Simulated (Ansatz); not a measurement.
C2H8BNSi can be A, `CB1CN1[SiH3]`, or B, `CN1CB[SiH2]1`.

Computed with Ansatz on PBE0-D4/def2-TZVP structures; ΔE is electronic, products minus reactants. CBS: MP2 limit from def2 TZ/QZ plus the TZ coupled-cluster correction, frozen cores. Functionals use def2-TZVPP. B3LYP here is the variant with VWN-RPA as its local correlation; programs differ in this.

(1) Which is lower in electronic energy at CCSD(T)/CBS, and by how much? (An estimate is asked.)

(2) Give E(B) − E(A) in kcal/mol with PBE0-D4, PBE-D4, B3LYP, CCSD/def2-TZVPP, B2PLYP, MP2/def2-TZVPP, CCSD(T)/def2-TZVPP. (An estimate is asked.)

Largest T1 diagnostic: 0.012.

Answers

(1) The calculation gave: A, by 39.4 kcal/mol.

(2) Computed: PBE0-D4 38.0, PBE-D4 38.2, B3LYP 41.6, CCSD/def2-TZVPP 39.5, B2PLYP 41.5, MP2/def2-TZVPP 41.8, CCSD(T)/def2-TZVPP 39.6. None reverses the order clearly.

The D4 term adds −1.1 kcal/mol with B3LYP and −0.5 kcal/mol with PBE0; it sums over pairs of atoms, weighted by their polarisabilities, and B3LYP, whose exchange is more repulsive, gets the larger term.
